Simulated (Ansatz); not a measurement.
Isolated molecules relaxed with PBE0-D4/def2-TZVP in Ansatz; ΔE leaves out vibrations. CBS: MP2 limit from def2 TZ/QZ plus the TZ coupled-cluster correction, frozen cores. This one scheme is used for every species. Functionals use def2-TZVPP. B3LYP here is the variant with VWN-RPA as its local correlation; programs differ in this. Elements past krypton have def2 core potentials. For I outer-core shells are correlated without core-valence functions, which leaves a few kJ/mol of doubt a bond.

Reaction (hydrogenolysis of a C–I bond): `[SiH3]C=C=CI` + H₂ → `C=C=C[SiH3]` + HI

`[SiH3]C=C=CI`:

```xyz
10

Si    1.447   -0.248   -1.005
C     0.614    0.002    0.646
C    -0.658    0.265    0.729
C    -1.928    0.513    0.764
I    -3.341   -1.021    0.873
H     2.531    0.756   -1.178
H     0.439   -0.097   -2.081
H     2.058   -1.602   -1.060
H     1.193   -0.075    1.565
H    -2.353    1.507    0.746
```

H₂:

```xyz
2

H    -0.366   -0.056    0.042
H     0.366    0.056   -0.042
```

`C=C=C[SiH3]`:

Cartesian coordinates in Å:
```
C 0.961 -0.232 -1.961
C 0.070 -0.272 -1.014
C -0.793 -0.295 -0.041
Si -0.366 0.352 1.651
H 1.641 -1.060 -2.124
H 1.041 0.628 -2.617
H -1.785 -0.703 -0.233
H -0.500 -0.728 2.666
H -1.296 1.449 2.033
H 1.028 0.859 1.640
```

HI:

Cartesian coordinates in Å:
```
I -0.059 0.195 0.779
H 0.059 -0.195 -0.779
```

```
         level  ΔE (kcal/mol)
    r2SCANh-D4          -16.1
      PBE-QIDH          -16.4
         B3LYP          -17.9
MP2/def2-TZVPP          -13.0
```

Problem. What does CCSD(T)/CBS give? (Best estimate.)

Solution. The calculation gave: -15.0 kcal/mol. The listed levels differ from it by -1.1, -1.4, -2.9, 2.0 kcal/mol.

Largest T1 diagnostic among the species: 0.012.

Leaving LDA and LC-ωPBE aside and taking each functional with its dispersion term where it has one, the values, not all of them listed here, spread over 5.0 kcal/mol, from CAM-B3LYP-D4 to revPBE-D4. From r2SCAN to r2SCAN0 (25 % exact exchange), in def2-TZVPP and without D4, ΔE moves by −1.6 kcal/mol.
